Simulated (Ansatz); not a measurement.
Start from `O[SiH2]O[SiH2]S` and change one atom or group to get `[SiH3]O[SiH2]S`.

Ansatz, PBE0-D4/def2-TZVP geometries, multiplicity 1. Each molecule was computed in one conformer, which needn't be the lowest.

```
                                          property  `O[SiH2]O[SiH2]S`
    zero-point energy (PBE0-D4/def2-TZVP) / kJ/mol              168.8
               LUMO energy (B3LYP/def2-TZVPP) / eV              -0.23
size of the dipole moment (ωB97M-V/def2-TZVPP) / D               0.89
                HOMO energy (PBE0/def2-TZVPP) / eV              -8.01
               HOMO–LUMO gap (PBE/def2-TZVPP) / eV               5.90
             LUMO energy (ωB97M-V/def2-TZVPP) / eV               1.78
```

Problem. Give the same properties after the change, and the shifts. (Best estimate.)

Solution. The calculation gave: 
```tsv
property	`[SiH3]O[SiH2]S`	shift
zero-point energy (PBE0-D4/def2-TZVP) / kJ/mol	150.1	-18.7
LUMO energy (B3LYP/def2-TZVPP) / eV	-0.28	-0.05
size of the dipole moment (ωB97M-V/def2-TZVPP) / D	0.66	-0.23
HOMO energy (PBE0/def2-TZVPP) / eV	-7.79	0.22
HOMO–LUMO gap (PBE/def2-TZVPP) / eV	5.62	-0.28
LUMO energy (ωB97M-V/def2-TZVPP) / eV	1.61	-0.17
```

With PBE0 the HOMO rises by 0.22 eV and the LUMO falls by 0.12 eV, so the gap narrows by about 0.34 eV. PBE moves the HOMO by 0.22 eV and ωB97M-V by 0.21 eV. The zero-point energy changes by -18.7 kJ/mol with -3 modes. Dipoles are sizes alone; their direction can turn.

B3LYP here is the variant with VWN-RPA as its local correlation; programs differ in this.
